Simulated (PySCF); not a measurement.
C2H6FNbS, SMILES [CH3][Nb]([CH3])([F])=[S], multiplicity 1.

Coordinates come from a B3LYP-D3(BJ)/def2-SVP optimisation. The spin state was assumed, not searched. The def2 effective core potentials stand for the cores of Nb; spin–orbit coupling is left out.

Vertical ionisation energy (IE) and electron affinity (EA) in eV. Rows of orbital energies are one-electron estimates. Where ΔSCF, EOM or ADC give a negative EA the extra electron is unbound and the value depends on the basis.

| level | IE | EA |
|---|---|---|
| −ε(HOMO), −ε(LUMO), CAM-B3LYP/def2-TZVP (PySCF) | 9.03 | 1.42 |
| −ε(HOMO), −ε(LUMO), PBE/def2-TZVP (PySCF) | 6.64 | 3.35 |
